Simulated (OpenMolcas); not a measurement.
# Ag³⁺: terms and fine structure

- Program: OpenMolcas
- Method: MS-RASPT2, IPEA 0.25 Eh, imaginary shift 0.1 Eh (closed shells correlated: 4s 4p)
- Basis: ANO-RCC-VTZP [7s6p4d2f1g]
- Scalar Hamiltonian: DKH2, point nucleus
- Active space: 8 electrons in 9 orbitals (RAS2 4d 5s; RAS3 5p, at most 2 electrons)
- State averaging: 2S+1 = 3 even, 60 roots; 2S+1 = 5 even, 10 roots kept (CI in the orbitals of an earlier block); 2S+1 = 1 even, 50 roots kept (CI in the orbitals of an earlier block); 2S+1 = 3 odd, 9 roots (0 in the spin-orbit step); 2S+1 = 5 odd, 21 roots kept (CI in the orbitals of an earlier block); 2S+1 = 1 odd, 9 roots kept (CI in the orbitals of an earlier block, 0 in the spin-orbit step)
- Spin-orbit coupling: state interaction with AMFI integrals over the reference wave functions, term energies averaged over their components

Spin-free terms above the lowest, with the occupations of the reference:

| Configuration | Term | E (cm⁻¹) | Occupations |
| --- | --- | --- | --- |
| 4d⁸ | ³F | 0.0 | 4d 8.00 |
| 4d⁸ | ¹D | 10490 | 4d 7.99 |
| 4d⁸ | ³P | 11920 | 4d 7.99 |
| 4d⁸ | ¹G | 17880 | 4d 8.00 |
| 4d⁸ | ¹S | 44180 | 4d 7.99 5p 0.01 |
| 4d⁷ 5s | ⁵F | 97390 | 4d 7.00 5s 1.00 |
| 4d⁷ 5s | ³F(1) | 107390 | 4d 7.00 5s 1.00 5p 0.01 |
| 4d⁷ 5s | ⁵P | 110150 | 4d 7.00 5s 1.00 |
| 4d⁷ 5s | ³G | 115540 | 4d 7.00 5s 1.00 |
| 4d⁷ 5s | ³P(1) | 118630 | 4d 7.00 5s 1.00 |
| 4d⁷ 5s | ³P(2) | 120100 | 4d 6.99 5s 1.00 5p 0.01 |
| 4d⁷ 5s | ¹G | 120520 | 4d 7.00 5s 1.00 5p 0.01 |
| 4d⁷ 5s | ³H | 120630 | 4d 7.00 5s 1.00 |
| 4d⁷ 5s | ³D(1) | 121600 | 4d 7.00 5s 1.00 |

With spin-orbit coupling, above the lowest level:

| Configuration | Term | J | E (cm⁻¹) | Measured (cm⁻¹) | g | Term weight % | Second |
| --- | --- | --- | --- | --- | --- | --- | --- |
| 4d⁸ | ³F | 4 | 0.0 | 0.0 | 1.248 | 99 |  |
| 4d⁸ | ³F | 3 | 4180 | 4172 | 1.084 | 100 |  |
| 4d⁸ | ³F | 2 | 5790 | 5830 | 0.737 | 82 | 16 ¹D |
| 4d⁸ | ³P | 2 | 11900 |  | 1.229 | 55 | 32 ¹D |
| 4d⁸ | ³P | 1 | 16100 | 15900 | 1.501 | 100 |  |
| 4d⁸ | ³P | 0 | 16330 | 16092 |  | 98 | 2 ¹S |
| 4d⁸ | ¹D | 2 | 17270 |  | 1.201 | 52 | 43 ³P |
| 4d⁸ | ¹G | 4 | 21250 | 20570 | 1.002 | 99 |  |
| 4d⁸ | ¹S | 0 | 48130 | 47139 |  | 98 | 2 ³P |
| 4d⁷ 5s | ⁵F | 5 | 97080 | 96397 | 1.396 | 98 | 2 ³G |
| 4d⁷ 5s | ⁵F | 4 | 99650 | 99147 | 1.344 | 96 | 2 ³F(1) |
| 4d⁷ 5s | ⁵F | 3 | 101640 | 101261 | 1.248 | 98 |  |
| 4d⁷ 5s | ⁵F | 2 | 102970 | 102633 | 1.003 | 97 | 2 ³D(1) |
| 4d⁷ 5s | ⁵F | 1 | 103780 | 103472 | 0.016 | 96 | 3 ³D(1) |
| 4d⁷ 5s | ³F(1) | 4 | 107630 |  | 1.243 | 93 | 3 ⁵F |
| 4d⁷ 5s | ³F(1) | 3 | 111000 |  | 1.122 | 89 | 6 ⁵P |
| 4d⁷ 5s | ⁵P | 3 | 112060 |  | 1.626 | 92 | 6 ³F(1) |
| 4d⁷ 5s | ⁵P | 2 | 112070 | 110779 | 1.698 | 76 | 17 ³P(1) |
| 4d⁷ 5s | ³F(1) | 2 | 113130 |  | 0.772 | 88 | 8 ⁵P |
| 4d⁷ 5s | ⁵P | 1 | 113800 | 112612 | 2.368 | 87 | 11 ³P(1) |
| 4d⁷ 5s | ³G | 5 | 116940 | 115550 | 1.186 | 87 | 9 ³H |
| 4d⁷ 5s | ³G | 4 | 118100 | 116806 | 1.023 | 75 | 13 ³H |
| 4d⁷ 5s | ³P(2) | 1 | 119930 |  | 1.297 | 30 | 28 ¹P |
| 4d⁷ 5s | ³P(1) | 2 | 119960 |  | 1.463 | 48 | 23 ³P(2) |
| 4d⁷ 5s | ³G | 3 | 120200 | 119119 | 0.759 | 97 |  |
| 4d⁷ 5s | ³P(1) | 0 | 121400 | 120216 |  | 62 | 38 ³P(2) |
| 4d⁷ 5s | ³H | 6 | 122820 | 120871 | 1.167 | 100 |  |
| 4d⁷ 5s | ³P(2) | 2 | 122950 |  | 1.472 | 73 | 14 ³P(1) |
| 4d⁷ 5s | ¹G | 4 | 123080 |  | 0.973 | 57 | 21 ³H |
| 4d⁷ 5s | ³P(1) | 1 | 123720 |  | 1.407 | 45 | 38 ³P(2) |
| 4d⁷ 5s | ³D(1) | 3 | 124190 |  | 1.332 | 95 |  |
| 4d⁷ 5s | ³H | 5 | 124210 | 122456 | 1.039 | 83 | 11 ¹H |
| 4d⁷ 5s | ³D(1) | 1 | 126170 |  | 1.025 | 37 | 21 ¹P |
| 4d⁷ 5s | ³D(1) | 2 | 126350 |  | 1.174 | 63 | 22 ¹D |
| 4d⁷ 5s | ³P(2) | 0 | 126700 | 125858 |  | 62 | 38 ³P(1) |
| 4d⁷ 5s | ³H | 4 | 127090 | 125735 | 0.873 | 65 | 31 ¹G |

Against the 21 measured excited levels shown (the list in Gamrath, thesis, University of Mons (2023)) the mean absolute deviation is 840 cm-1; the largest miss in energy is 4d⁷ 5s ³H₆: computed 122820, measured 120871 cm⁻¹ (+1.6 %), and the largest in proportion 4d⁸ ¹G₄ (+3.3 %).

Spin-orbit coupling puts the lowest level 3183 cm⁻¹ below the lowest spin-free term.

For ³F the intervals divided by the larger J are -535.2, -1045.3 cm-1. Landé's interval rule makes them equal in pure LS coupling; they differ by 65 % of their mean. The multiplet is inverted.

Term energies are means over components that CASPT2 splits; among the terms shown or strongly mixed into the levels shown the widest spread is 1100 cm-1 (4d⁸ ¹G). Some high roots are left out of the spin-orbit mixing, which shifts the levels that they would mix with. Terms from blocks run as CI alone lack orbitals of their own. A single d shell beside an s shell can misplace configurations of different d count against each other. The CASPT2 spread within a term exceeds the gap to the next term for 4d⁷ 5s ¹G and 4d⁷ 5s ³H, so the order of their levels is uncertain, and so are names and mixing where such terms share a J. Measured partners are found by configuration, term and J. A level has none where our copy of the source lacks it or the pairing is in doubt (some pairs that miss far off the trend of their configuration count as doubtful), and it then counts in no deviation. Levels of configurations outside the active space are missing. The first state left out of the spin-orbit step lies near 160000 cm-1 above the lowest spin-free state of the reference (among the parities and spins computed), and the list stops at four fifths of that energy or lower.

The term weight is that of the spin-free term in the level, not the purity of its configuration. A number in round brackets counts repeated terms of one configuration in the order of the reference energies.
